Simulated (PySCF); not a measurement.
A GIAO shielding run with PySCF 2.14 (density fitting, non-relativistic, gas phase) on SMILES C(=O)[C@@H]1CS[SiH2]S1, C$_{3}$H$_{6}$OS$_{2}$Si:

```
$ OMP_NUM_THREADS=1 python probes_run.py task.json out

{"job": {"kind": "nmr", "xc": "PBE0", "basis": "pcSseg-1"}, "charge": 0, "multiplicity": 1}
O     -1.509696     1.076464     1.449925
C     -1.325906     1.125951     0.269600
C     -0.855100    -0.021860    -0.587123
C     -0.529929    -1.281371     0.188759
S      0.933569    -1.093235     1.271901
Si     2.023361     0.266561     0.039709
S      0.592708     0.590393    -1.535351
H     -1.458306     2.056945    -0.312319
H     -1.618577    -0.230553    -1.343683
H     -1.357325    -1.528248     0.854063
H     -0.338793    -2.115102    -0.486359
H      3.177638    -0.353091    -0.579818
H      2.261966     1.507633     0.752968
```

Hardware: 1 thread of an AMD EPYC 9R14, shared host. The job also computes population analyses, field gradients, ring-centre shieldings.

**Question.** How large is the calculation?

**Answer.** 78 electrons, 170 basis functions and 953 auxiliary functions.

**Question.** How long does it take, and how much memory does it need?

**Answer.** 19 s of wall time, with 14 SCF cycles and 5 response iterations; peak memory 0.76 GiB. Times on a shared host scatter by some tens of per cent.
